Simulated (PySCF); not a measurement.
A PySCF script (with the pyscf-properties extension) for the NMR shieldings of C₃H₁₂AsBO, on a GFN2-xTB geometry:

```python
import basis_set_exchange as bse
import numpy as np
from pyscf import gto, dft
from pyscf.prop import nmr

atoms = """
C    -1.667101    0.451995   -0.607387
C    -0.879784   -0.697109    0.013902
C    -1.050522   -0.732058    1.529363
O     0.497314   -0.513830   -0.279039
B     1.247873   -1.397566   -0.910246
As    1.577948    1.957349    0.589374
H    -2.729167    0.323127   -0.419107
H    -1.336709    1.395126   -0.174052
H    -1.498408    0.484156   -1.681138
H    -1.214048   -1.652170   -0.418380
H    -0.688766    0.203295    1.954225
H    -0.475546   -1.552532    1.952430
H    -2.097766   -0.863548    1.786972
H     0.812319   -2.425656   -1.295818
H     2.370766   -1.102221   -1.067428
H     1.898241    1.975488   -0.862994
H     2.709262    1.028645    0.841157
H     2.515333    3.123828    0.789855
"""
names = dict.fromkeys(["C", "O", "B", "As", "H"], "pcSseg-1")
basis = {el: gto.basis.parse(bse.get_basis(n, elements=[el], fmt="nwchem")) for el, n in names.items()}
mol = gto.M(atom=atoms, basis=basis, charge=0, verbose=0)
mf = dft.RKS(mol, xc="PBE0")
mf.grids.level = 2
mf.grids.alignment = dft.numint.BLKSIZE   # the property module wants whole blocks of grid points
mf.conv_tol = 1e-9
mf.kernel()

calc = nmr.RKS(mf)   # GIAO
C = mf.mo_coeff
Co = C[:, mf.mo_occ > 0]
resp = mf.gen_response(singlet=True, hermi=2)
def vind(x):   # induced exchange potential for any number of trial vectors
    d = np.einsum("pi,xij,qj->xpq", C, 2 * x.reshape(-1, C.shape[1], Co.shape[1]), Co, optimize=True)
    return np.einsum("xpq,pi,qj->xij", resp(d - d.transpose(0, 2, 1)), C, Co, optimize=True).ravel()
mo1, _ = nmr.rhf.solve_mo1(calc, with_cphf=vind)
sigma = calc.kernel(mo1)
for i, s in enumerate(sigma):   # ppm
    print("%2d %-2s %9.2f" % (i, mol.atom_pure_symbol(i), np.trace(s) / 3))
```

Q: Give the expected output.

A: 
```
 0 C     160.01
 1 C     103.58
 2 C     159.73
 3 O      63.40
 4 B      56.15
 5 As   1951.36
 6 H      30.61
 7 H      29.37
 8 H      30.35
 9 H      27.34
10 H      29.42
11 H      30.38
12 H      30.62
13 H      26.50
14 H      26.87
15 H      29.65
16 H      29.61
17 H      29.58
```

These numbers come from an equivalent density-fitted implementation of the same equations, which agrees with the script to about 0.01 ppm for H and up to a few tenths of a ppm for heavy atoms, so last digits may differ.

Relativistic effects, spin–orbit coupling among them, are left out; they matter for As and for the light atoms bonded to it.

Size and cost of the density-fitted run: 186 basis functions, 43 s wall time on 1 thread of an Arm Neoverse N1, shared host.
